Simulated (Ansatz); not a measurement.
Isolated molecules relaxed with PBE0-D4/def2-TZVP in Ansatz; ΔE leaves out vibrations. CCSD(T)/CBS is the MP2 limit (def2-TZVPP, def2-QZVPP) plus CCSD(T) − MP2 in def2-TZVPP, frozen cores. This one scheme is used for every species. Functionals use def2-TZVPP. B3LYP here is the variant with VWN-RPA as its local correlation; programs differ in this. No spin–orbit coupling; open shells (•) take unrestricted orbitals. For Ge outer-core shells are correlated without core-valence functions, which leaves a few kJ/mol of doubt a bond. Scalar relativity is left out up to krypton. One conformer a species, not always the lowest.

Consider the homolysis of the C–Ge bond: `C[O][Ge]([CH3])([NH2])[Cl]` → `[CH3]`• + `C[O][Ge]([NH2])[Cl]`•.

`C[O][Ge]([CH3])([NH2])[Cl]`:

Cartesian coordinates in Å:
```
C 1.049 1.945 -0.264
O 0.736 0.943 0.676
Ge 0.078 -0.607 0.152
C -1.674 -0.503 -0.654
N 0.109 -1.588 1.674
Cl 1.432 -1.358 -1.387
H 1.485 2.785 0.280
H 1.775 1.597 -1.006
H 0.158 2.307 -0.792
H -2.376 -0.071 0.060
H -2.010 -1.502 -0.934
H -1.633 0.115 -1.551
H -0.101 -2.570 1.554
H 0.971 -1.493 2.193
```

`[CH3]`•:

Cartesian coordinates in Å:
```
C 0.000 0.000 0.000
H 0.228 -0.934 -0.493
H 0.798 0.674 0.276
H -1.026 0.260 0.217
```

`C[O][Ge]([NH2])[Cl]`•:

```xyz
10

C    -0.696    0.996    1.428
O    -0.132   -0.120    0.774
Ge   -0.221   -0.312   -0.988
N     1.040   -1.611   -1.277
Cl    0.481    1.521   -1.947
H    -0.364    1.940    0.984
H    -1.791    0.966    1.413
H    -0.367    0.967    2.469
H     0.966   -2.387   -0.631
H     1.085   -1.959   -2.226
```

```tsv
level	ΔE (kJ/mol)	difference from CCSD(T)/CBS
PBE-D4	329.0	-35.3
r2SCAN-D4	319.4	-44.9
PBE0-D4	340.8	-23.5
ωB97X-V	359.6	-4.7
B2PLYP	333.2	-31.1
PBE	319.8	-44.5
r2SCAN	316.6	-47.7
PBE0	332.7	-31.6
B3LYP	309.8	-54.5
MP2/def2-TZVPP	373.8	9.5
SCS-MP2/def2-TZVPP	367.6	3.3
CCSD/def2-TZVPP	350.9	-13.4
HF/def2-QZVPP	253.8	-110.5
MP2/def2-QZVPP	377.2	12.9
HF/CBS(def2)	253.6	-110.7
MP2/CBS(def2)	380.5	16.2
CCSD(T)/CBS	364.3	0
```

Largest T1 diagnostic among the species: 0.014.

From PBE to PBE0 (25 % exact exchange), in def2-TZVPP and without D4, ΔE moves by +12.9 kJ/mol. In def2-TZVPP, CCSD(T) changes the Hartree–Fock value by +102.3 kJ/mol (the triples alone add +6.7 kJ/mol) and MP2 by +118.6 kJ/mol; breaking electron pairs costs correlation energy, which Hartree–Fock lacks. The D4 term adds +14.2 kJ/mol with B3LYP and +8.1 kJ/mol with PBE0; it sums over pairs of atoms, weighted by their polarisabilities, and B3LYP, whose exchange is more repulsive, gets the larger term.
